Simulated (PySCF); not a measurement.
A family of related molecules: H2E=E'H2. Isolated molecules, 0 K electronic values unless said otherwise. One relaxed conformer stands for each flexible species; it need not be the lowest. Strings in code marks are SMILES.

The S1–T1 gap (TDA) from two functionals at the same geometries (CAM-B3LYP-D3(BJ)/def2-TZVP), both in PySCF: PBE-D3(BJ)/def2-TZVP and TPSSh-D3(BJ)/def2-TZVP. Excitations are Tamm–Dancoff values on a coarser integration grid. The basis has no diffuse functions, so Rydberg states are missing or too high.

| species | PBE-D3(BJ)/def2-TZVP (eV) |
|---|---|
| `C=[SiH2]` | 2.94 |
| `NB` | 1.17 |
| `[NH2][AlH2]` | 1.32 |
| `[NH2][GaH2]` | 1.56 |
| `[NH2+]=C` | 1.88 |
| `[CH2]=[SnH2]` | 2.41 |

What does TPSSh-D3(BJ)/def2-TZVP give for each?


- `C=[SiH2]`: 2.97
- `NB`: 1.44
- `[NH2][AlH2]`: 1.25
- `[NH2][GaH2]`: 1.49
- `[NH2+]=C`: 2.42
- `[CH2]=[SnH2]`: 2.69
Over these rows, drawn at random from the members with no instability flagged (it was tested for open shells, ions and some series alone), PBE minus TPSSh-D3(BJ): mean -0.16 eV, from -0.53 eV to +0.07 eV.
